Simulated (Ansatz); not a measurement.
`[Cl][Ga]([Cl])[SeH]` + H–F → `[F][Ga]([Cl])[Cl]` + H₂Se at 700 K and 1 bar (ligand exchange at a Ga–Se bond).

Isolated molecules relaxed with PBE0-D4/def2-TZVP in Ansatz; ΔE leaves out vibrations. CCSD(T)/CBS is the MP2 limit (def2-TZVPP, def2-QZVPP) plus CCSD(T) − MP2 in def2-TZVPP, frozen cores. This one scheme is used for every species. For Ga, Se outer-core shells are correlated without core-valence functions, which leaves a few kJ/mol of doubt a bond. Scalar relativity is left out up to krypton. One conformer a species, not always the lowest.

```
              species  CCSD(T)/CBS energy (Eh)  H − E (kJ/mol)  S (J/(mol·K))
`[Cl][Ga]([Cl])[SeH]`              -5244.95427            86.6          443.6
                  H–F               -100.39570            45.2          198.5
  `[F][Ga]([Cl])[Cl]`              -2943.43698            60.2          389.6
                 H₂Se              -2401.89790            61.1          251.1
```

H − E and S are ideal-gas, rigid-rotor, harmonic terms from PBE0-D4/def2-TZVP, for one conformer and one mirror image of each species. 1 Eh = 2625.50 kJ/mol, R = 8.31446 J/(mol·K).

**Question.** By hand: ΔE, ΔH, ΔS and ΔG.

**Answer.** ΔE = (-2943.43698) + (-2401.89790) − (-5244.95427) − (-100.39570) = 0.01509 Eh = 39.6 kJ/mol. Δ(H − E) = 60.2 + 61.1 − 86.6 − 45.2 = -10.5, so ΔH = 29.1 kJ/mol. ΔS = 389.6 + 251.1 − 443.6 − 198.5 = -1.4 J/(mol·K). ΔG = 29.1 − 700 × (-1.4)/1000 = 30.1 kJ/mol.

**Question.** By hand: the equilibrium constant, and the temperature at which ΔG would vanish if ΔH and ΔS stayed fixed.

**Answer.** log₁₀ K = −ΔG/(RT ln 10) = -2.2. ΔH and −TΔS have one sign here, so there is no such temperature. One of them is within its doubt of zero, so this could turn.

The number of gas molecules stays the same, so ΔS is small and ΔH decides. A doubt of 5 kJ/mol in ΔE shifts log₁₀ K by 0.4 here. Other conformers and mirror images would add mixing entropy, several J/(mol·K) or more a flexible species. These are equilibria of isolated gas molecules and say nothing of rates. Largest T1 diagnostic: 0.012 (customary marks: 0.02 for closed shells, 0.045 for open ones).
